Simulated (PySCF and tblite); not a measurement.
Computed ¹H and ¹³C shifts (ppm) of 5 molecules with 6 carbons each, averaged over conformers at 298.15 K: GIAO PBE0/pcSseg-1 on GFN2-xTB geometries, unscaled, against TMS (¹H), TMS (¹³C) at the same level; H on other atoms than carbon is left out (PySCF, tblite).

P. ¹H: 6.27 (1H), 5.58 (1H), 5.57 (1H), 3.82 (2H), 3.06 (2H), 2.61 (2H) ¹³C: 141.8 (1C), 126.7 (1C), 95.7 (1C), 46.6 (1C), 42.7 (2C)
Q. ¹H: 2.23 (2H), 2.21 (3H), 2.00 (2H), 1.96 (2H) ¹³C: 183.3 (1C), 183.0 (1C), 36.1 (1C), 33.5 (1C), 29.7 (1C), 23.9 (1C)
R. ¹H: 2.42 (1H), 2.01 (2H), 1.95 (2H), 1.81 (2H), 1.44 (2H) ¹³C: 69.2 (1C), 51.0 (2C), 38.4 (1C), 35.3 (1C), 31.9 (1C)
S. ¹H: 4.31 (1H), 4.03 (1H), 3.55 (1H), 3.41 (1H), 2.13 (1H), 2.08 (1H), 1.54 (1H), 1.54 (1H), 1.50 (1H) ¹³C: 135.8 (1C), 71.4 (1C), 70.0 (1C), 44.4 (1C), 28.3 (1C), 26.5 (1C)
T. ¹H: 5.14 (1H), 4.96 (1H), 4.81 (1H), 2.26 (1H), 2.15 (1H), 2.11 (1H), 1.99 (1H), 1.83 (1H), 1.82 (1H) ¹³C: 93.1 (1C), 91.2 (1C), 90.6 (1C), 38.4 (1C), 30.9 (1C), 28.6 (1C)

The molecules:
1. C₆H₉Br, SMILES Br[C@]12CC[C@H](C1)C2
2. C₆H₉F₃, SMILES F[C@H]1CC[C@@H](F)[C@H](F)C1
3. C₆H₉F₃O, SMILES FC(F)(F)[C@@H]1CCCOC1
4. C₆H₉FS, SMILES C=CCC1(F)CSC1
5. C₆H₉NO, SMILES CC1=NC(=O)CCC1

(1) Which spectrum belongs to which molecule?

Unscaled shifts at such levels can be off by 15 ppm or more for ¹³C and 0.8 ppm for ¹H.

For scale, the study of Br[C@]12CC[C@H](C1)C2 took 62 s on 1 thread of INTEL XEON PLATINUM 8581C @ 2.10GHz, shared host (rough), launched as `OMP_NUM_THREADS=1 python ens_run.py task.json out`.

Results:

(1) P is 4; Q is 5; R is 1; S is 3; T is 2.

Assigned:
1. [Br:1][C@:2]12[CH2:3][CH2:4][C@H:5]([CH2:6]1)[CH2:7]2: ¹³C: 69.2 (C2), 51.0 (C6/C7), 38.4 (C3), 35.3 (C5), 31.9 (C4) ppm.
2. [F:1][C@H:2]1[CH2:3][CH2:4][C@@H:5]([F:6])[C@H:7]([F:8])[CH2:9]1: ¹³C: 93.1 (C7), 91.2 (C5), 90.6 (C2), 38.4 (C9), 30.9 (C3), 28.6 (C4) ppm.
3. [F:1][C:2]([F:3])([F:4])[C@@H:5]1[CH2:6][CH2:7][CH2:8][O:9][CH2:10]1: ¹³C: 135.8 (C2), 71.4 (C8), 70.0 (C10), 44.4 (C5), 28.3 (C7), 26.5 (C6) ppm.
4. [CH2:1]=[CH:2][CH2:3][C:4]1([F:5])[CH2:6][S:7][CH2:8]1: ¹³C: 141.8 (C2), 126.7 (C1), 95.7 (C4), 46.6 (C3), 42.7 (C6/C8) ppm.
5. [CH3:1][C:2]1=[N:3][C:4](=[O:5])[CH2:6][CH2:7][CH2:8]1: ¹³C: 183.3 (C2), 183.0 (C4), 36.1 (C6), 33.5 (C8), 29.7 (C1), 23.9 (C7) ppm.
